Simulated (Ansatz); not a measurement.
`CC[SiH2]P` + H₂ → `C[SiH2]P` + CH₄ at 700 K and 1 bar (hydrogenolysis of a C–C bond).

Computed with Ansatz on PBE0-D4/def2-TZVP structures; ΔE is electronic, products minus reactants. CBS: MP2 limit from def2 TZ/QZ plus the TZ coupled-cluster correction, frozen cores. This one scheme is used for every species. Each species was taken in one conformer, which may not be the lowest.

```csv
species,CCSD(T)/CBS energy (Eh),H − E (kJ/mol),S (J/(mol·K))
`CC[SiH2]P`,-711.54406,349.7,483.1
H₂,-1.17544,46.8,155.3
`C[SiH2]P`,-672.28696,257.6,425.1
CH₄,-40.46206,145.9,224.0
```

H − E and S are ideal-gas, rigid-rotor, harmonic terms from PBE0-D4/def2-TZVP, for one conformer and one mirror image of each species. For small species the MP2-based limit differs from directly extrapolated CCSD(T) by up to some mEh (0.8 for H₂); such offsets cancel only in part. 1 Eh = 2625.50 kJ/mol, R = 8.31446 J/(mol·K).

By hand: ΔE, ΔH, ΔS and ΔG.

ΔE = (-672.28696) + (-40.46206) − (-711.54406) − (-1.17544) = -0.02952 Eh = -77.5 kJ/mol. Δ(H − E) = 257.6 + 145.9 − 349.7 − 46.8 = 7.0, so ΔH = -70.5 kJ/mol. ΔS = 425.1 + 224.0 − 483.1 − 155.3 = 10.7 J/(mol·K). ΔG = -70.5 − 700 × (10.7)/1000 = -78.0 kJ/mol.

By hand: the equilibrium constant, and the temperature at which ΔG would vanish if ΔH and ΔS stayed fixed.

log₁₀ K = −ΔG/(RT ln 10) = 5.8. ΔH and −TΔS have one sign here, so there is no such temperature.

The number of gas molecules stays the same, so ΔS is small and ΔH decides. A doubt of 5 kJ/mol in ΔE shifts log₁₀ K by 0.4 here. Other conformers and mirror images would add mixing entropy, several J/(mol·K) or more a flexible species. These are equilibria of isolated gas molecules and say nothing of rates. Largest T1 diagnostic: 0.012 (customary marks: 0.02 for closed shells, 0.045 for open ones).

ΔS is within the doubt of such terms, so its sign, and with it that verdict, could turn.
